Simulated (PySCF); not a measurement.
# Telling isomers of C$_{4}$H$_{8}$F$_{2}$O$_{2}$Si apart by NMR

Equivalent nuclei averaged, no relativistic terms, gas phase, a single conformation. Shielding tensors at PBE0/pcSseg-1 (GIAO); GFN2-xTB geometry; PySCF.

Shifts are taken against calculated references (same method and geometry level): ¹H, ¹³C vs TMS. Splittings of carbon signals by F and P are missing where no couplings were computed. Where no couplings were computed, multiplicities follow the n + 1 count of equivalent neighbours, and m marks all less simple cases (inequivalent or close neighbours, rings, F or P nearby). Shifts are as computed. Against solution values, carbons near 30 ppm lie about +3 ppm off and those near 130 ppm about +5 ppm. Of 1309 compounds with measured shifts, 239 miss one by over three times the rms of a fit or turn the order of signals round; such compounds aren't used in these exercises.

(1) Tabulate the signals of `FC(F)[C@H]1CCO[SiH2]O1`, `C=C(COC(F)F)O[SiH3]`, `C=C(CO[SiH3])OC(F)F` and their relative energies.

(2) What is the quickest way to tell C=C(COC(F)F)O[SiH3] from C=C(CO[SiH3])OC(F)F?

(3) What is the quickest way to tell FC(F)[C@H]1CCO[SiH2]O1 from C=C(COC(F)F)O[SiH3]?

(4) What is the quickest way to tell FC(F)[C@H]1CCO[SiH2]O1 from C=C(CO[SiH3])OC(F)F?

Answers

(1) 
```tsv
SMILES	carbon types	δC	δH	E rel. (kcal/mol)
FC(F)[C@H]1CCO[SiH2]O1	2×CH 2×CH2	124.3, 73.9, 63.7, 31.8	6.44 (m, 1H), 5.19 (m, 1H), 4.90 (m, 1H), 4.88 (m, 1H), 4.32 (m, 1H), 4.26 (m, 1H), 2.40 (m, 1H), 1.91 (m, 1H)	0.0
C=C(COC(F)F)O[SiH3]	1×C 1×CH 2×CH2	157.0, 123.0, 102.0, 70.0	6.54 (m, 1H), 5.07 (s, 3H), 4.89 (br s, 1H), 4.63 (s, 2H), 4.56 (br s, 1H)	44.8
C=C(CO[SiH3])OC(F)F	1×C 1×CH 2×CH2	165.0, 122.1, 93.2, 67.5	6.66 (m, 1H), 4.96 (m, 1H), 4.90 (s, 3H), 4.80 (m, 1H), 4.47 (s, 2H)	47.8
```

Energies are electronic energies at PBE0/pcSseg-1 on these geometries, without zero-point or thermal terms, each for the one conformer computed, which needn't be the lowest.

(2) Both give the same number of carbon signals, with the same numbers of each carbon type, so the positions decide. The first has a β carbon of an enol-ether or enamine type C=C (CH2) at 102.0 ppm, the second a β carbon of an enol-ether or enamine type C=C (CH2) at 93.2 ppm. Their most deshielded carbons lie at 157.0 and 165.0 ppm.

(3) Both give the same number of carbon signals, but DEPT or the intensities differ. The first has an sp3 CH bonded to O at 73.9 ppm, the second an alkene carbon bearing oxygen (C) at 157.0 ppm. Their most deshielded carbons lie at 124.3 and 157.0 ppm.

(4) Both give the same number of carbon signals, but DEPT or the intensities differ. The first has an sp3 CH bonded to O at 73.9 ppm, the second an alkene carbon bearing oxygen (C) at 165.0 ppm. Their most deshielded carbons lie at 124.3 and 165.0 ppm.
